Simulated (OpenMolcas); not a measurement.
Computed levels of Si2+

```yaml
Program: OpenMolcas 26.06
Method: RASSCF
Basis: ANO-RCC-VQZP [6s5p3d2f1g]
Scalar_Hamiltonian: DKH2, point nucleus
Active_space: 2 electrons in 9 orbitals (RAS2 3s 3p; RAS3 3d, at most 2 electrons)
State_averaging: 2S+1 = 3 even, 3 roots; 2S+1 = 1 even, 7 roots; 2S+1 = 3 odd, 3 roots; 2S+1 = 1 odd, 3 roots
Spin-orbit_coupling: RASSI with atomic mean-field integrals over the reference wave functions, term energies averaged over their components
```

Spin-free terms above the lowest, with the occupations of the reference:

```json
{"Configuration": "3s2", "Term": "1S", "E (cm-1)": "0.0", "Occupations": "3s 1.90 3p 0.10"}
{"Configuration": "3s 3p", "Term": "3P*", "E (cm-1)": "50804", "Occupations": "3s 0.99 3p 1.00 3d 0.01"}
{"Configuration": "3s 3p", "Term": "1P*", "E (cm-1)": "83596", "Occupations": "3s 0.95 3p 1.00 3d 0.05"}
{"Configuration": "3p2", "Term": "1D", "E (cm-1)": "119992", "Occupations": "3s 0.32 3p 1.36 3d 0.32"}
{"Configuration": "3p2", "Term": "3P", "E (cm-1)": "128007", "Occupations": "3p 1.98 3d 0.02"}
```

With spin-orbit coupling, above the lowest level:

| Configuration | Term | J | E (cm-1) | Measured (cm-1) | g | Term weight % |
| --- | --- | --- | --- | --- | --- | --- |
| 3s2 | 1S | 0 | 0.0 | 0.0 |  | 100 |
| 3s 3p | 3P* | 0 | 50587 | 52725 |  | 100 |
| 3s 3p | 3P* | 1 | 50695 | 52853 | 1.501 | 100 |
| 3s 3p | 3P* | 2 | 50913 | 53115 | 1.501 | 100 |
| 3s 3p | 1P* | 1 | 83597 | 82884 | 1.000 | 100 |
| 3p2 | 1D | 2 | 119990 | 122215 | 1.000 | 100 |
| 3p2 | 3P | 0 | 127794 | 129708 |  | 100 |
| 3p2 | 3P | 1 | 127902 | 129842 | 1.501 | 100 |

Against the 7 measured excited levels shown (NIST levels in Kelleher and Podobedova, J. Phys. Chem. Ref. Data 37, 1285 (2008)) the mean absolute deviation is 1900 cm-1; the largest miss in energy is 3p2 1D2: computed 119990, measured 122215 cm-1 (-1.8 %), and the largest in proportion 3s 3p 3P* 2 (-4.1 %).

Configurations are named by rounded mean occupations; where the s occupation lies near a half they are strongly mixed, a name can repeat and a true partner stay unpaired. Active for correlation alone: 3d; no level in the range computed is led by a configuration that fills it, so any true level of that kind is missing. Some terms mix strongly with configurations of 3d, whose occupation reaches 0.32 (3p2 1D). Measured partners are found by configuration, term and J. A level has none where our copy of the source lacks it or the pairing is in doubt (some pairs that miss far off the trend of their configuration count as doubtful), and it then counts in no deviation. Only configurations of the active space appear. The first state left out of the spin-orbit step lies near 160000 cm-1 above the lowest spin-free state of the reference (among the parities and spins computed), and the list stops at four fifths of that energy or lower.

The term weight is that of the spin-free term in the level, not the purity of its configuration. * marks odd parity.
